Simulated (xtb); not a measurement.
Al(Me)2(NH3) (C2H9AlN), SMILES [CH3][Al+]([CH3])<-[NH3] (connectivity only; charge and spin as stated), charge +1, multiplicity 1. All values are semi-empirical tight-binding results from xtb (GFN2-xTB unless named), good for trends rather than for accurate numbers. Geometry: GFN2-xTB. The spin state was assumed, not searched. The isomer is the one that the SMILES or the coordinates give; other isomers of the formula were not compared.

For metal compounds this method's bond lengths and energies can be far off.

Computed properties:
```yaml
orbital_gap: 4.07 eV
zero_point_energy: 65.1 kcal/mol
G − E(el) at 298.15 K (modified RRHO): 44.7 kcal/mol
```
